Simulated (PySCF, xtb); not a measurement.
B(F)(H)(SeH) (BFH2Se), SMILES FB[SeH]. Atoms are numbered in the order given.

```xyz
5

B     -0.5714     1.1103     0.0000
F      0.3205     2.0896     0.0000
H     -1.7315     1.3683     0.0000
Se     0.0872    -0.7183     0.0000
H     -1.2611    -1.3041     0.0000
```

The structure is a stationary point at B3LYP-D3(BJ)/def2-TZVP. The values are those of a single conformer.

Method: PySCF with C-PCM-B3LYP/def2-SVP.

The values are the electrostatic part of the solvation free energy, E(continuum) − E(gas) at the gas-phase geometry, in a cavity of scaled van der Waals radii (PySCF's table); cavitation and dispersion terms are not included. In vacuum the orbital gap is 6.52 eV. The dipole moment in vacuum is 1.26 D.

| solvent | ε | ΔG(elec) (kcal/mol) | dipole (D) | gap (eV) |
|---|---|---|---|---|
| water | 78.36 | -1.6 | 1.66 | 6.52 |
| diethylether | 4.24 | -1.2 | 1.55 | 6.52 |
| N,N-dimethylformamide | 37.22 | -1.6 | 1.65 | 6.52 |

For comparison, GFN2-xTB/ALPB(water) (xtb, at the GFN2-xTB geometry, all terms of that model) gives -1.9 kcal/mol.
